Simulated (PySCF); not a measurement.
Pd⁺: ionisation energy

Pd⁺ [Kr] 4d9 (2D) → Pd²⁺ [Kr] 4d8 (3F), as a difference of total energies. All numbers are calculated (PySCF 2.14, a scalar-relativistic core potential, in aug-cc-pVDZ-PP with ECP28MDF (5s5p4d2f, 54 functions)). Correlated levels: valence: 4s2 4p6 frozen. The calculations carry no spin-orbit coupling.

```tsv
method	ionisation energy (eV)
UHF	17.375
PBE	19.653
PBE0	19.378
MP2 (valence)	19.165
SCS-MP2 (valence)	19.034
```

Q: How much does correlation contribute at MP2 (valence)?

A: 19.165 − (17.375) = 1.790 eV, measured against UHF.

The reference lies between the lowest fine-structure levels, while these numbers refer to the centres of the terms.

Errors of the correlated levels include the incompleteness of this basis and the frozen core.

For comparison: 19.43 ± 0.12 eV (semi-empirical (NIST evaluation); NIST Atomic Spectra Database, ionization energies).
